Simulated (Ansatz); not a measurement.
Geometry optimisation, Ansatz 0.2.0, RKS PBE-D4/def2-SVP.

Input file:

```yaml
crystal:
  periodic: [false, false, false]
  atoms:
    - { symbol: Al, position_ang: [0.151956, 0.541864, -0.515828] }
    - { symbol: O, position_ang: [0.053617, 0.022294, 2.396703] }
    - { symbol: H, position_ang: [-0.896634, -0.087758, 2.596754] }
    - { symbol: Cl, position_ang: [1.893623, -0.297523, -1.344352] }
    - { symbol: Cl, position_ang: [-1.732828, -0.175354, -1.135571] }
    - { symbol: H, position_ang: [0.224857, 1.804937, 0.413242] }
    - { symbol: H, position_ang: [0.099809, 0.962239, 2.074952] }
basis:
  gaussian: { orbitals: def2-SVP }
hamiltonian:
  xc: pbe
  dispersion: d4
relax:
  f_tol: 0.03
  max_steps: 50
```

Launched with:

```bash
$ ansatz run input.yaml --threads 2 --pin off --max-ram 3072MiB --backend cpu --events-out ev --progress --plain --runs-dir out
```

Task: Where does it end, and by what steps?

Result: It converged. After 10 steps the energy has fallen by 0.888 eV; H3 moved furthest, 0.80 Å. Joined: Al1–O2.

```
step  energy less start (eV)  largest force component (eV/Å)  accepted
   0                  0.0000                           0.759       yes
   1                 -0.1459                           1.714       yes
   2                 -0.3964                           2.106       yes
   3                 -0.6733                           0.563       yes
   4                 -0.7803                           0.491       yes
   5                 -0.8271                           0.758       yes
   6                 -0.8649                           0.469       yes
   7                 -0.8803                           0.161       yes
   8                 -0.8851                           0.036       yes
   9                 -0.8879                           0.099       yes
  10                 -0.8884                           0.009       yes
```

```xyz
7
Properties=species:S:1:pos:R:3
Al 0.172 0.637 -0.137
O 0.064 0.096 1.793
H -0.825 -0.328 1.832
Cl 1.823 -0.456 -0.910
Cl -1.774 -0.232 -0.515
H 0.276 2.218 -0.011
H 0.058 0.836 2.433
```

The run took 16 s on 2 threads of Arm Neoverse V1 (shared host), peak memory 0.12 GiB.
